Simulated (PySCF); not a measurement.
**Checking a proposed structure**

A compound C₇H₁₅B gives the data below (simulated from a calculation) and was assigned the structure `CC(C)(C)BC1CC1`.

¹³C{¹H} NMR (computed): δ 33.7 (CH2), 29.3 (CH), 27.6 (CH2), 27.4 (CH2), 24.2 (CH2), 15.7 (CH3), 15.0 (CH3).

¹H NMR (400 MHz, computed): δ 1.77 (m, 1H), 1.56 (m, 1H), 1.53 (m, 1H), 1.53 (m, 1H), 1.53 (m, 1H), 1.40 (m, 1H), 1.33 (m, 1H), 1.25 (m, 1H), 0.90 (d, 3H), 0.80 (s, 3H), 0.68 (m, 1H).

Level of theory: GIAO PBE0/pcSseg-1 shieldings, geometry: PBE0-D3(BJ)/def2-SVP, in PySCF 2.14 (averaged over atoms made equivalent by symmetry, fast rotation or ring inversion, no solvent, no relativistic terms, one computed conformer).

Referencing at the same level of theory: ¹H and ¹³C against TMS.

**Question.** Compare with the shifts computed for the proposed structure, pairing carbons in order of shift.

**Answer.** Mapped SMILES: `[CH3:1][C:2]([CH3:3])([CH3:4])[BH:5][CH:6]1[CH2:7][CH2:8]1`; H(Xn) means a hydrogen on atom n.

| atom | computed for proposal | given list | difference |
| --- | --- | --- | --- |
| C1 | 27.0 | 33.7 | -6.7 |
| C3 | 27.0 | 29.3 | -2.3 |
| C4 | 27.0 | 27.6 | -0.6 |
| C2 | 26.9 | 27.4 | -0.5 |
| C6 | 10.7 | 24.2 | -13.5 |
| C7 | 10.6 | 15.7 | -5.1 |
| C8 | 10.6 | 15.0 | -4.4 |

The rms difference is 6.3 ppm and the largest -13.5 ppm at C6 (three-membered-ring carbon). The proposal also would give 4 carbon signals, not 7. The carbon types in order of shift don't match either: CH3, CH3, CH3, C, CH, CH2, CH2 for the proposal against CH2, CH, CH2, CH2, CH2, CH3, CH3 in the data. The proposal doesn't fit.

**Question.** Which isomer fits?

**Answer.** `InChI=1S/C7H15B/c1-7-5-3-4-6-8(7)2/h7H,3-6H2,1-2H3/t7-/m1/s1`.

- δC 33.7, 27.4, 24.2: sp3 CH2 in a ring; a saturated carbon with 2 carbon neighbours and no heteroatom attached.
- δC 15.7: methyl carbon; saturated and bonded to C and H only.
- δH 1.77, 1.53, 1.53, 1.53, 1.40, 1.25: hydrogen on an sp3 CH2 in a ring.
- δH 1.33: hydrogen on an sp3 CH bonded to B.

This is the structure that produced the data.

A carbon bonded to boron is broadened by the quadrupolar boron nucleus and is often missing from a measured spectrum. Shifts are as computed. Against solution values, carbons near 30 ppm lie about +2 ppm off and those near 130 ppm about +5 ppm. Of 1211 compounds with measured shifts, 218 miss one by over three times the rms of a fit or turn the order of signals round; such compounds aren't used in these exercises. Multiplicities follow the n + 1 count of equivalent neighbours, as no J values were calculated; m marks all less simple cases, F and P coupling included.
